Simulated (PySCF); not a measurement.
An unknown shows these calculated signals:

$^{1}$H NMR (300 MHz, computed): δ 8.46 (s, 1H), 6.67 (m, 1H), 6.52 (m, 1H), 4.13 (s, 3H), 1.32 (s, 9H).

$^{13}$C{$^{1}$H} NMR (computed): δ 170.3 (CH), 157.6 (C), 142.7 (CH2), 56.3 (C), 32.5 (CH3).

Theoretical values (PySCF 2.14): GFN2-xTB geometry, shieldings: GIAO PBE0/pcSseg-1. No solvent, no relativistic terms, one conformer, one averaged value for each set of equivalent atoms.

δ = σ(ref) − σ, references computed at the same level: $^{1}$H and $^{13}$C vs TMS.

Problem. Which of these does the molecule contain: a Si–H bond, an N-methyl group, a non-aromatic C=C double bond, a methoxy group, a (CH3)2CH unit, a tert-butyl group?

Solution. 
- A Si–H bond: yes (δH 4.13 (s)).
- An N-methyl group: no.
- A non-aromatic C=C double bond: yes.
- A methoxy group: no.
- A (CH3)2CH unit: no.
- A tert-butyl group: yes (δC 32.5, 56.3; δH 1.32 (s)).

The data belong to SMILES CC(/N=C/C(=C)[SiH3])(C)C, C7H15NSi; they needn't prove each group on their own.

Carbon signals by region: 1 in the far downfield region (above 160 ppm), 2 in the sp2 and nitrile region (100–160 ppm), 1 at 50–100 ppm, 1 below 50 ppm. Above 160 ppm: 170.3, C=N carbon.

Shifts are as computed. Against solution values, carbons near 30 ppm lie about +3 ppm off and those near 130 ppm about +5 ppm. Of 1211 compounds with measured shifts, 218 miss one by over three times the rms of a fit or turn the order of signals round; such compounds aren't used in these exercises. No couplings were computed; multiplicities are counted from neighbouring protons, with m where these are inequivalent, close in shift, in a saturated or five-membered ring or joined by F or P, and br s for small geminal =CH2 splittings.
